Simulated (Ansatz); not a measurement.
This geometry of C2H9Al2NS (15 atoms, charge 0, multiplicity 1) is a first-order saddle point.

Method: Ansatz 0.2.0, RKS PBE-D4/def2-SVP.

```xyz
15
Properties=species:S:1:pos:R:3
N -0.560 -0.363 0.329
C 0.333 0.664 -0.350
C 1.730 0.072 -0.475
Al 1.510 -1.073 1.150
S -0.447 1.217 -1.956
Al -2.321 0.751 -0.832
H -0.789 -1.238 -0.162
H -1.052 -0.159 1.206
H 0.336 1.520 0.357
H 2.506 0.860 -0.525
H 1.806 -0.549 -1.393
H 1.454 -2.672 1.022
H 1.501 -0.373 2.595
H -3.319 -0.382 -1.358
H -2.709 1.674 0.422
```

Problem. Which two structures does it join? (They come from a converged band through this point; their orientation in space is the band's.)

Solution. Bonds broken: N1–Al6. Bonds formed: N1–Al4.

Image 0:

```xyz
15
Properties=species:S:1:pos:R:3
N -1.054 -0.127 0.152
C 0.208 0.568 -0.285
C 1.428 -0.341 -0.372
Al 1.956 -1.325 1.266
S -0.263 1.363 -1.896
Al -2.284 1.229 -0.821
H -1.123 -1.037 -0.332
H -1.077 -0.310 1.168
H 0.375 1.368 0.469
H 2.301 0.264 -0.704
H 1.278 -1.068 -1.208
H 3.378 -2.049 1.357
H 0.916 -1.402 2.491
H -3.490 0.460 -1.546
H -2.570 2.354 0.292
```

Image 6:

```xyz
15
Properties=species:S:1:pos:R:3
N -0.117 -1.020 0.624
C 0.126 0.185 -0.234
C 1.628 0.196 -0.467
Al 1.866 -0.753 1.315
S -0.929 0.158 -1.793
Al -2.754 1.196 -1.149
H -0.188 -1.862 0.031
H -0.989 -0.963 1.167
H -0.183 1.062 0.370
H 2.018 1.206 -0.689
H 1.906 -0.478 -1.306
H 2.569 -2.199 1.356
H 1.729 0.138 2.648
H -3.902 1.428 -2.228
H -2.802 1.654 0.385
```

Problem. How far does it lie above each of them?

Solution. 9.9 kcal/mol above the first and 12.1 kcal/mol above the second. This is the barrier of this one path; another mechanism may lie lower. The orbitals stay closed-shell, which can raise the energy where a bond breaks towards radicals; this wasn't checked here.

Run time: 5.2 min on 2 threads of Arm Neoverse V2, on a shared host, peak memory 0.21 GiB.
